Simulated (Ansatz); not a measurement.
Cartesian coordinates in Å:
```
C -0.686 1.413 0.037
C -0.121 0.212 -0.045
C -0.886 -1.031 -0.363
C 1.345 0.069 0.154
Br 1.768 -0.956 1.777
H -1.748 1.549 -0.133
H -0.105 2.297 0.277
H -0.496 -1.506 -1.269
H -1.944 -0.818 -0.512
H -0.787 -1.761 0.445
H 1.819 -0.494 -0.649
H 1.841 1.028 0.281
```

Total charge 0; spin multiplicity 1.

Task: List the ωB97M-V/def2-TZVPP orbital energies in eV (Ansatz 0.2.0). (Best estimate.)

Result: The calculation gave: Occupied: -13156.51, -1708.82, -1537.04, -1536.95, -1536.95, -283.06, -282.15, -281.46, -281.43, -241.66, -181.42, -181.12, -181.11, -74.78, -74.69, -74.69, -74.45, -74.45, -26.34, -24.44, -22.33, -21.45, -17.76, -15.95, -15.72, -14.73, -13.76, -13.15, -12.89, -12.58, -10.23, -10.15, -9.72. Lowest empty: 1.39, 2.48, 3.22, 3.63, 4.00, 4.37, 4.72, 5.00.
